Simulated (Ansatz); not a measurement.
```xyz
3

N    -0.0034    0.0041   -1.2027
N     0.0081    0.0032   -0.0634
O     0.0076    0.0061    1.1025
```

Basis set: cc-pVDZ (spherical functions). Frozen core: 3 orbitals. Charge 0, multiplicity 1.

Computed with Ansatz (development build ahead of 0.2.0); each method stands on the lowest determinant of its kind that the runs found. Restricted open shells among the atoms or ions are ROHF, correlated in semicanonical orbitals with singles.

Task: Give the atomization energy at this shape (free ground-state atoms in the same class of orbitals less the molecule, no zero-point energy) of singlet N2O by RHF-MP2, RHF.

Result:

```csv
method,atomization energy
RHF-MP2,11.05 eV
RHF,3.52 eV
```
